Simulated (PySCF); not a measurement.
Gas-phase reaction: SnH2Cl2 + Cl2 = SnCl4 + 2 H. Level: ωB97X-V/def2-TZVP†; standard pressure 1 bar.

Energies from PySCF, thermal terms from the rigid-rotor harmonic-oscillator model, ideal gas at 1 bar. † marks an energy on the PBE0/def2-TZVP geometry and frequencies. Open shells (unrestricted): H (multiplicity 2); the rest are closed-shell singlets. Sn: scalar-relativistic def2 core potential, no spin-orbit coupling. SnH2Cl2: computed as isolated molecules; such fragments, hydroxides, amides, oligomers or adducts are transient or little studied in the gas. The harmonic model lacks anharmonicity and excited electronic states, which grow with temperature; levels with a mode under 35 cm⁻¹ are left out. Soft modes under 120 cm⁻¹ make the harmonic entropy rough for SnH2Cl2, SnCl4.

```csv
T (K),1000/T (1/K),log10 K
800,1.2500,-4.02
1000,1.0000,-2.31
1200,0.8333,?
1400,0.7143,-0.30
1600,0.6250,0.35
1800,0.5556,0.85
```

Q: Fit log10 K = a + b·(1000/T) to the five rows, get the mean ΔH° and ΔS°, and predict log10 K at 1200 K.

A: Means: 1000/T = 0.8290, log10 K = -1.086. Sums of products about the means: Sxy = -2.35692, Sxx = 0.336002, so b = Sxy/Sxx = -7.01 and a = -1.086 − (-7.01)×0.8290 = 4.73.
ΔH° = −R ln 10 × 1000 K × b = −19.145 × (-7.01) = 134 kJ; ΔS° = R ln 10 × a = 91 J/K. The run's own values go from 130 kJ and 85 J/K at 800 K to 141 kJ and 95 J/K at 1800 K.
Prediction at 1200 K: 4.73 + (-7.01)×0.8333 = -1.11. The computed value is -1.15, 0.04 from the line.
For scale, ΔH°(298 K) is 118 kJ at this level, 122 kJ at ωB97M-V/def2-TZVP†, and runs from 12 to 280 kJ over the 18 levels computed.
